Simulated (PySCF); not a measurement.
Calculation: PySCF with PBE-D3(BJ)/def2-TZVP // PBE0-D3(BJ)/def2-TZVP. Gas-phase values, no solvent. One relaxed conformer stands for a flexible species; it need not be the lowest. Excitations are Tamm–Dancoff values on a coarser integration grid. The basis has no diffuse functions, so Rydberg states are missing or too high.

Reference species (SMILES): `C=[SiH2]` (neutral, multiplicity 1).

| Item | Value |
|---|---|
| HOMO–LUMO gap | 3.60 eV |
| S1 excitation (TDA) | 5.63 eV |

Changed species: `C=C[SiH]=C` (C–C–Si–C torsion 15°) (X = vinyl; the reference has X = H).

**Question.** What does the change do to the HOMO–LUMO gap and S1 excitation (TDA)?

**Answer.** the HOMO–LUMO gap falls by 0.78 eV, to 2.82 eV; the S1 excitation (TDA) drops by 1.63 eV, to 4.00 eV.
